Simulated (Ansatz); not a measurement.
A short molecular-dynamics run on C₂H₇NSSi (`N=C([SiH3])CS`).

```yaml
crystal:
  periodic: [false, false, false]
  atoms:
    - {symbol: N, position_ang: [-1.316075, 0.345572, 1.005171]}
    - {symbol: C, position_ang: [-0.344536, -0.065453, 0.305110]}
    - {symbol: Si, position_ang: [0.663854, -1.518154, 0.994523]}
    - {symbol: C, position_ang: [0.080622, 0.501000, -1.034743]}
    - {symbol: S, position_ang: [-0.842643, 1.938269, -1.619100]}
    - {symbol: H, position_ang: [-1.786829, 1.127351, 0.527883]}
    - {symbol: H, position_ang: [2.069106, -1.073497, 1.205236]}
    - {symbol: H, position_ang: [0.687914, -2.616062, -0.010876]}
    - {symbol: H, position_ang: [0.067124, -1.984838, 2.264841]}
    - {symbol: H, position_ang: [1.150154, 0.726348, -1.023021]}
    - {symbol: H, position_ang: [-0.054565, -0.266637, -1.803652]}
    - {symbol: H, position_ang: [-0.297224, 2.830901, -0.777272]}
basis:
  gaussian: {orbitals: def2-SVP}
hamiltonian: {xc: {name: revPBE}}
md: {timestep: 2 fs, n_steps: 50, ensemble: nvt_langevin, temperature: 1500, initial_velocities: maxwell_boltzmann, friction: 0.01, seed: 900}
```

```sh
$ ansatz run in.yaml --threads 4 --pin off --events-out ev --progress --plain --max-ram 10444MiB
```

```tsv
step	time (fs)	potential energy (eV)	kinetic (eV)	T (K)	conserved (eV)
0	0.0	-22376.9251	2.1328	1375	–
1	2.0	-22376.2534	1.7085	1101	–
2	4.0	-22376.4665	1.7621	1136	–
3	6.0	-22376.4480	1.7130	1104	–
4	8.0	-22376.0921	1.3475	869	–
5	10.0	-22376.0676	1.1927	769	–
6	12.0	-22376.0229	1.2711	819	–
7	14.0	-22376.2472	1.5357	990	–
8	16.0	-22376.1992	1.4769	952	–
9	18.0	-22375.9723	1.4293	921	–
10	20.0	-22376.2277	1.7362	1119	–
11	22.0	-22376.3636	1.5191	979	–
12	24.0	-22376.0845	1.4040	905	–
13	26.0	-22376.1394	1.3452	867	–
14	28.0	-22376.0157	1.5201	980	–
15	30.0	-22376.0088	1.4864	958	–
16	32.0	-22376.1699	1.7512	1129	–
17	34.0	-22375.7668	1.3343	860	–
18	36.0	-22375.8469	1.4850	957	–
19	38.0	-22375.6572	1.3342	860	–
20	40.0	-22375.4265	1.3074	843	–
21	42.0	-22375.5764	1.4419	930	–
22	44.0	-22375.5670	1.5213	981	–
23	46.0	-22375.9685	1.8398	1186	–
24	48.0	-22375.8923	1.9945	1286	–
25	50.0	-22375.6233	1.8422	1188	–
26	52.0	-22375.9999	1.9247	1241	–
27	54.0	-22376.2480	1.9341	1247	–
28	56.0	-22375.7078	1.7598	1135	–
29	58.0	-22376.1181	1.8695	1205	–
30	60.0	-22375.5549	1.6707	1077	–
31	62.0	-22375.3401	1.3453	867	–
32	64.0	-22375.3445	1.3705	884	–
33	66.0	-22375.4182	1.2533	808	–
34	68.0	-22375.2565	1.5099	973	–
35	70.0	-22375.6264	2.1436	1382	–
36	72.0	-22375.2174	1.7805	1148	–
37	74.0	-22375.1844	1.8770	1210	–
38	76.0	-22375.5061	2.1731	1401	–
39	78.0	-22375.4351	1.9117	1232	–
40	80.0	-22375.7529	1.8638	1202	–
41	82.0	-22375.3412	1.8288	1179	–
42	84.0	-22375.3928	1.7461	1126	–
43	86.0	-22375.2211	1.7863	1152	–
44	88.0	-22375.5773	2.0681	1333	–
45	90.0	-22375.3223	1.8362	1184	–
46	92.0	-22375.6595	2.0561	1326	–
47	94.0	-22375.6781	2.0826	1343	–
48	96.0	-22375.1255	1.8445	1189	–
49	98.0	-22375.3942	1.7121	1104	–
50	100.0	-22375.8214	2.1858	1409	–
```

Velocities are drawn at the set temperature; a run this short doesn't reach equilibrium.

Frames (Å, forces in eV/Å):

```xyz
12
time=0.0 fs
N    -1.316    0.346    1.005   -0.865   -0.082    1.250
C    -0.345   -0.065    0.305    0.575   -0.254   -0.422
Si    0.664   -1.518    0.995    0.054   -0.094    0.056
C     0.081    0.501   -1.035    0.045    0.027    0.039
S    -0.843    1.938   -1.619   -0.579    0.218   -0.613
H    -1.787    1.127    0.528   -0.279    0.490   -0.330
H     2.069   -1.073    1.205    0.352    0.074    0.070
H     0.688   -2.616   -0.011    0.027   -0.291   -0.219
H     0.067   -1.985    2.265   -0.118   -0.137    0.309
H     1.150    0.726   -1.023    0.607    0.083   -0.041
H    -0.055   -0.267   -1.804   -0.039   -0.390   -0.430
H    -0.297    2.831   -0.777    0.221    0.359    0.332
12
time=6.0 fs
N    -1.301    0.404    1.027    1.325   -1.462    0.380
C    -0.342   -0.067    0.275   -1.220    0.961    0.690
Si    0.665   -1.536    1.077    0.193    0.513   -1.084
C     0.048    0.452   -1.153    2.144    0.284    1.568
S    -0.850    1.946   -1.642   -0.033    0.744   -0.127
H    -1.911    1.151    0.683    0.065    0.418   -0.950
H     2.192   -1.288    0.867   -0.732   -0.099    0.457
H     0.349   -2.576    0.024    0.046   -0.401    0.408
H     0.185   -1.826    2.490    0.269    0.003   -0.387
H     1.261    0.579   -1.070   -2.438   -0.204   -0.750
H    -0.251   -0.242   -1.958    0.382   -0.434   -0.016
H    -0.422    2.816   -0.663   -0.001   -0.320   -0.189
12
time=12.0 fs
N    -1.295    0.424    1.052   -0.470    0.441   -1.090
C    -0.380   -0.051    0.267    0.858    0.128    0.383
Si    0.671   -1.520    1.139   -1.062   -1.021   -2.736
C     0.050    0.418   -1.222   -4.080   -0.272    1.030
S    -0.860    1.944   -1.677   -0.003    0.588   -0.051
H    -1.957    1.168    0.605    1.227   -1.016    0.194
H     2.128   -1.603    0.622   -0.436    0.304    0.645
H     0.045   -2.722    0.083    0.650    1.085    1.731
H     0.399   -1.678    2.636    0.181    0.009   -0.586
H     1.078    0.494   -1.356    2.674    0.245   -0.061
H    -0.356   -0.223   -2.057    0.324   -0.293    0.733
H    -0.561    2.736   -0.593    0.138   -0.196   -0.191
12
time=18.0 fs
N    -1.304    0.418    1.058    0.361    0.337   -1.658
C    -0.386   -0.013    0.258    2.567   -1.342    0.691
Si    0.671   -1.506    1.169    0.419    2.290   -1.124
C     0.017    0.400   -1.257    1.109    0.303    0.561
S    -0.875    1.932   -1.706   -0.250    0.256   -0.365
H    -1.797    1.126    0.467   -0.628    0.306    0.351
H     1.989   -1.848    0.561    0.518    0.409    0.009
H    -0.043   -2.584    0.693   -1.723   -2.449   -0.627
H     0.719   -1.485    2.625   -0.014    0.264    0.765
H     1.195    0.488   -1.614   -2.444   -0.340    1.547
H    -0.399   -0.384   -1.918   -0.085   -0.168   -0.102
H    -0.657    2.569   -0.522    0.169    0.133   -0.049
12
time=24.0 fs
N    -1.305    0.401    1.013    1.421   -0.058   -0.304
C    -0.309    0.006    0.279   -0.086   -0.725    0.206
Si    0.684   -1.478    1.181   -1.363   -1.329    0.601
C    -0.036    0.384   -1.247   -4.642   -1.665    2.418
S    -0.897    1.904   -1.729   -0.169    0.273   -0.014
H    -1.766    1.172    0.507   -0.702    0.159   -0.218
H     1.937   -1.988    0.479   -0.220    0.278    0.003
H    -0.403   -2.748    1.185    1.284    1.429   -0.067
H     1.035   -1.269    2.710   -0.277    0.180   -1.196
H     0.947    0.387   -1.429    4.748    0.358   -0.844
H    -0.413   -0.576   -1.748   -0.063    1.118   -0.050
H    -0.781    2.475   -0.472    0.070   -0.017   -0.535
12
time=30.0 fs
N    -1.256    0.374    0.961   -0.996    1.584    1.524
C    -0.223    0.000    0.298   -2.323   -0.291   -0.372
Si    0.695   -1.472    1.201   -1.202   -0.973   -0.276
C    -0.099    0.324   -1.175    4.072    0.649    0.296
S    -0.920    1.892   -1.753    0.271   -0.886   -0.381
H    -1.914    1.183    0.563    1.550   -1.922    0.154
H     1.820   -2.054    0.350   -0.273    0.058    0.160
H    -0.408   -2.567    1.611    0.975    0.836   -0.675
H     1.204   -1.062    2.508    0.433    0.450    0.540
H     1.132    0.361   -1.248   -2.522    0.086   -0.785
H    -0.457   -0.578   -1.700   -0.025    0.063   -0.485
H    -0.999    2.393   -0.505    0.039    0.346    0.301
12
time=36.0 fs
N    -1.188    0.375    0.974   -1.257   -0.352    4.357
C    -0.202   -0.017    0.320   -0.558   -1.989    0.566
Si    0.696   -1.471    1.201    1.974    2.540    0.327
C    -0.096    0.272   -1.060    1.446    1.607   -4.217
S    -0.928    1.881   -1.765   -0.010   -0.491    1.429
H    -1.824    0.948    0.475   -1.131    1.355   -1.142
H     1.604   -2.119    0.217    0.191   -0.438    0.010
H    -0.192   -2.238    1.967   -1.494   -1.529    0.604
H     1.449   -0.749    2.366    0.053   -0.442   -0.754
H     0.981    0.448   -1.240    0.214   -0.188   -0.665
H    -0.469   -0.525   -1.764    0.321    0.143    0.484
H    -1.166    2.433   -0.490    0.251   -0.215   -0.998
12
time=42.0 fs
N    -1.151    0.383    1.069   -2.237    1.312   -0.350
C    -0.188   -0.077    0.376   -0.976   -0.611   -0.861
Si    0.717   -1.464    1.194    0.616    0.068    3.158
C    -0.063    0.254   -1.046    1.429    1.736   -3.238
S    -0.914    1.872   -1.776   -0.031   -1.663   -0.863
H    -1.718    0.917    0.297    0.354   -0.103    1.796
H     1.433   -2.271    0.148    0.031   -0.273    0.258
H    -0.262   -2.215    2.364    1.277    0.689   -1.849
H     1.672   -0.526    2.086   -0.302   -1.211   -0.662
H     0.968    0.569   -1.375   -0.108   -0.730    0.567
H    -0.367   -0.511   -1.812   -0.013   -0.030    0.617
H    -1.100    2.501   -0.646   -0.041    0.817    1.427
12
time=48.0 fs
N    -1.134    0.421    1.168    0.864   -0.658   -1.465
C    -0.189   -0.121    0.427   -2.582    1.523   -1.520
Si    0.742   -1.483    1.233    1.410   -0.594   -1.596
C    -0.010    0.254   -1.118    2.830    2.777    1.108
S    -0.895    1.867   -1.790   -0.278   -0.723    0.927
H    -1.646    0.996    0.457   -0.230    0.573    0.629
H     1.265   -2.522    0.213   -0.326    0.318    0.446
H     0.008   -2.038    2.311   -0.777   -0.730    1.239
H     1.856   -0.648    1.602    1.379    0.240    0.807
H     1.126    0.621   -1.391   -2.156   -1.425    0.902
H    -0.248   -0.605   -1.728   -0.420   -0.546   -0.840
H    -0.901    2.666   -0.631    0.286   -0.756   -0.638
12
time=54.0 fs
N    -1.092    0.452    1.248    0.576   -0.776   -1.291
C    -0.251   -0.141    0.431   -1.162    2.108   -0.807
Si    0.791   -1.512    1.242    1.310    0.917    0.871
C     0.059    0.287   -1.165   -2.214   -1.421    1.312
S    -0.885    1.870   -1.807    0.630   -1.716    0.357
H    -1.683    1.199    0.782    0.660   -0.336   -0.008
H     1.018   -2.685    0.372   -0.058   -0.415   -0.336
H     0.115   -1.935    2.574    0.542    0.268   -0.671
H     2.270   -0.807    1.357   -1.432   -0.820    0.190
H     1.139    0.388   -1.278    0.546    0.202   -0.180
H    -0.284   -0.693   -1.731    0.422    1.901    0.397
H    -0.602    2.628   -0.719    0.179    0.090    0.165
12
time=60.0 fs
N    -1.037    0.469    1.280   -1.564    1.441    0.612
C    -0.350   -0.105    0.388    2.566   -0.152   -1.331
Si    0.837   -1.530    1.239   -1.858   -0.594   -0.097
C     0.089    0.286   -1.165    1.585    1.890    2.507
S    -0.856    1.847   -1.827    1.970   -0.246    1.824
H    -1.632    1.369    1.117    1.125   -1.439   -0.636
H     0.830   -2.834    0.372   -0.163    0.567    0.567
H     0.209   -1.723    2.693    0.705    0.025   -1.225
H     2.274   -1.184    1.238    0.426    0.424    0.167
H     1.376    0.234   -1.239   -3.466    0.469    0.047
H    -0.335   -0.406   -1.821   -0.566   -2.158   -1.415
H    -0.222    2.608   -0.808   -0.761   -0.225   -1.019
12
time=66.0 fs
N    -0.991    0.516    1.307    0.946   -2.050   -1.049
C    -0.395   -0.092    0.315    2.233    0.141    1.791
Si    0.853   -1.564    1.235   -0.004    0.646   -2.819
C     0.096    0.294   -1.116   -6.235   -0.640   -1.796
S    -0.798    1.824   -1.848    0.566   -0.997    0.033
H    -1.504    1.378    1.193   -0.518    1.036   -1.040
H     0.679   -2.867    0.493   -0.142   -0.138    0.252
H     0.456   -1.493    2.576   -0.684   -0.223    1.987
H     2.390   -1.383    1.215   -0.566    0.329   -0.201
H     1.124    0.174   -1.190    2.852    0.337   -0.267
H    -0.362   -0.356   -2.037    1.049    0.222    2.366
H    -0.123    2.621   -1.056    0.504    1.338    0.741
12
time=72.0 fs
N    -0.925    0.569    1.282   -0.751    0.252   -1.562
C    -0.368   -0.062    0.288    1.924   -0.267    3.094
Si    0.844   -1.593    1.206   -0.836    1.206    1.590
C    -0.003    0.326   -1.102    3.935    1.385    0.900
S    -0.727    1.811   -1.879    0.626    1.020    0.434
H    -1.447    1.457    0.968    0.701   -0.820   -0.004
H     0.488   -2.984    0.730    0.112    0.079   -0.003
H     0.587   -1.414    2.828   -0.052   -0.358   -1.854
H     2.376   -1.384    1.238   -0.529    0.000   -0.610
H     1.328    0.095   -1.246   -3.297    1.271    0.605
H    -0.217   -0.435   -1.756   -1.298   -2.524   -2.230
H    -0.015    2.887   -1.260   -0.535   -1.244   -0.359
12
time=78.0 fs
N    -0.863    0.623    1.244   -1.812    2.341    0.432
C    -0.278   -0.037    0.356    1.741   -1.577   -0.099
Si    0.831   -1.607    1.185   -2.612    0.255    0.119
C    -0.042    0.340   -1.090   -4.578   -3.356    0.097
S    -0.632    1.799   -1.908   -2.678   -0.962   -1.770
H    -1.288    1.488    0.727    0.337   -0.954    0.897
H     0.328   -3.066    0.930    0.462    0.838   -0.188
H     0.698   -1.353    2.641   -0.426   -0.057    0.385
H     2.230   -1.354    1.106    1.722   -0.003   -0.839
H     0.931    0.296   -1.168    6.390   -0.086   -0.677
H    -0.305   -0.713   -1.651   -0.005    2.521    0.384
H    -0.007    2.827   -1.425    1.458    1.040    1.258
12
time=84.0 fs
N    -0.832    0.688    1.218    1.001   -1.588    1.622
C    -0.142   -0.053    0.425   -1.254    0.476   -0.760
Si    0.815   -1.613    1.157    1.739    2.322    0.336
C    -0.065    0.292   -1.077    5.406   -0.609    0.264
S    -0.558    1.799   -1.931   -0.749    1.598    0.548
H    -1.145    1.447    0.656   -1.004    1.693   -0.881
H     0.346   -2.992    1.093   -0.258   -0.759   -0.642
H     0.706   -1.240    2.593    0.092   -0.113    0.352
H     2.378   -1.310    0.761   -1.567   -0.726    0.205
H     1.230    0.523   -1.211   -3.093   -1.768    0.102
H    -0.411   -0.661   -1.573    0.451    0.818   -0.595
H     0.280    2.780   -1.282   -0.765   -1.343   -0.551
12
time=90.0 fs
N    -0.795    0.752    1.215    0.502    0.425   -1.536
C    -0.059   -0.068    0.471   -3.644    3.123   -1.004
Si    0.811   -1.596    1.113    0.369   -0.246    2.602
C     0.020    0.220   -1.045   -5.831   -1.125    0.339
S    -0.497    1.814   -1.946   -1.201   -1.193    0.519
H    -1.180    1.617    0.544    1.030   -2.302    1.502
H     0.341   -3.084    1.153   -0.035    0.888   -0.629
H     0.746   -1.217    2.672    0.507   -0.444   -1.239
H     2.146   -1.431    0.424    0.079   -0.377    0.248
H     0.949    0.254   -1.303    6.762   -0.502   -1.929
H    -0.493   -0.599   -1.643    0.429    0.387    0.480
H     0.364    2.401   -1.160    1.032    1.366    0.647
12
time=96.0 fs
N    -0.729    0.795    1.200    0.332   -1.896    4.274
C    -0.098   -0.030    0.506    1.073   -1.438   -2.891
Si    0.811   -1.599    1.099    0.886    0.637   -0.393
C     0.093    0.127   -1.013    0.867   -1.622   -5.094
S    -0.448    1.831   -1.924    1.835   -0.949    2.670
H    -1.111    1.437    0.611   -1.747    3.531   -2.549
H     0.262   -2.927    1.026   -1.069   -1.014   -0.323
H     1.032   -1.392    2.515    0.607    0.178    1.016
H     1.981   -1.687    0.137    0.172    0.052    0.511
H     1.259   -0.225   -1.554   -3.007    1.260    2.003
H    -0.567   -0.581   -1.741    0.963    0.800    1.993
H     0.498    2.312   -0.973   -0.913    0.464   -1.216
12
time=100.0 fs
N    -0.695    0.819    1.227   -3.151    3.638   -0.301
C    -0.124   -0.001    0.497    2.707   -2.480   -2.917
Si    0.813   -1.608    1.085    0.962   -0.520    0.012
C     0.157    0.069   -1.038   -3.308    0.594   -1.827
S    -0.409    1.841   -1.896    1.330   -1.631    1.659
H    -1.185    1.599    0.483    1.436   -1.660    2.004
H     0.067   -2.906    0.893   -0.371    0.211    0.147
H     1.323   -1.532    2.528   -0.136    0.033   -0.492
H     1.971   -1.864    0.044   -0.494    0.377    0.851
H     1.079   -0.345   -1.454    0.964    0.574    0.311
H    -0.570   -0.590   -1.652    0.309    0.411    1.061
H     0.483    2.383   -0.995   -0.248    0.454   -0.508
```

It took 50 s on 4 threads of an Arm Neoverse V2 on a shared host, with 0.16 GiB of host memory at the peak.
